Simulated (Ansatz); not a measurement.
Relaxation of CH₁₀B₂SSi₂ (16 atoms, charge 0, multiplicity 1), to a largest force component of 0.02 eV/Å in at most 40 steps.

Theory: UKS PBE/STO-3G in Ansatz 0.2.0.

```xyz
16
Properties=species:S:1:pos:R:3
B -0.804 -1.431 -1.458
Si 0.593 -0.152 -1.112
B 1.850 -0.986 0.060
S 1.409 -1.643 1.743
Si -0.225 1.692 -0.184
C -1.180 1.269 1.374
H -1.486 -1.789 -0.575
H -1.034 -1.717 -2.583
H 1.266 0.226 -2.330
H 3.006 -1.117 -0.250
H 0.993 -2.904 1.214
H 0.895 2.615 0.198
H -1.179 2.389 -1.134
H -0.517 0.817 2.138
H -1.640 2.152 1.805
H -1.969 0.557 1.139
```

Q: Where does it end, and by what steps?

A: It converged. Limits of this set-up: minimal basis. After 19 steps the energy has fallen by 1.602 eV; H11 moved furthest, 1.14 Å.

| step | energy less start (eV) | largest force component (eV/Å) | accepted |
| --- | --- | --- | --- |
| 0 | 0.0000 | 1.679 | yes |
| 1 | -0.2826 | 1.583 | yes |
| 2 | -0.6869 | 1.679 | yes |
| 3 | -1.1408 | 1.074 | yes |
| 4 | -1.3162 | 2.236 | yes |
| 5 | -1.5446 | 1.034 | yes |
| 6 | -1.5881 | 0.137 | yes |
| 7 | -1.5886 | 0.134 | yes |
| 8 | -1.5953 | 0.051 | yes |
| 9 | -1.5969 | 0.037 | yes |
| 10 | -1.5951 | 0.201 | no |
| 11 | -1.5981 | 0.118 | yes |
| 12 | -1.5988 | 0.133 | yes |
| 13 | -1.5995 | 0.120 | yes |
| 14 | -1.6002 | 0.084 | yes |
| 15 | -1.6006 | 0.048 | yes |
| 16 | -1.6010 | 0.025 | yes |
| 17 | -1.6013 | 0.026 | yes |
| 18 | -1.6015 | 0.027 | yes |
| 19 | -1.6016 | 0.018 | yes |

```xyz
16
Properties=species:S:1:pos:R:3
B -0.798 -1.423 -1.567
Si 0.707 -0.272 -1.163
B 1.969 -1.000 0.144
S 1.578 -1.982 1.535
Si -0.256 1.570 -0.223
C -1.080 1.192 1.433
H -1.339 -2.039 -0.715
H -1.253 -1.520 -2.652
H 1.384 0.205 -2.364
H 3.117 -0.762 0.039
H 0.216 -2.078 1.355
H 0.758 2.597 -0.011
H -1.257 2.138 -1.119
H -0.361 0.774 2.157
H -1.504 2.109 1.877
H -1.903 0.466 1.320
```

Whether the end is a true minimum wasn't checked by a vibrational analysis.

The run took 2.3 min on 1 thread of AMD EPYC 7R43 64-Core Processor (Zen 3), on a shared host, peak memory 0.21 GiB.
